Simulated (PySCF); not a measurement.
Method: TPSSh-D3(BJ)/def2-TZVPD // CAM-B3LYP-D3(BJ)/def2-TZVPD (PySCF). Isolated molecules, 0 K electronic values unless said otherwise. One relaxed conformer stands for a flexible species; it need not be the lowest. 

Reference species (SMILES): `[O-][SiH2]S` (O–Si–S–H torsion 180°) (charge -1, multiplicity 1).

The HOMO is -1.16 eV.

Changed species: `[O-][SiH2][SiH3]` (X = silyl, proton removed; the reference has X = mercapto, proton removed).

### Question
Give the shifts of the HOMO.

### Answer
the HOMO increases by 0.26 eV, to -0.90 eV.
